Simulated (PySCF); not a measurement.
BClH2S, SMILES SBCl.

The structure is a stationary point at B3LYP-D3(BJ)/def2-TZVP. One conformer was computed; it need not be the lowest.

Computed with ωB97X/def2-TZVPD run with PySCF.

Symmetry labels are those of the subgroup Cs that the program uses (full group Cs).

Question: List the valence orbital energies around the gap with their symmetry. (An estimate is asked for; the answer gives what the named calculation found.)

Answer: 
```tsv
orbital	symmetry	energy (eV)
HOMO−7	A'	-24.17
HOMO−6	A'	-17.13
HOMO−5	A'	-15.39
HOMO−4	A'	-13.78
HOMO−3	A"	-12.79
HOMO−2	A'	-12.66
HOMO−1	A'	-11.21
HOMO	A"	-10.68
LUMO	A"	0.79
LUMO+1	A'	1.20
LUMO+2	A'	1.84
LUMO+3	A'	1.95
```
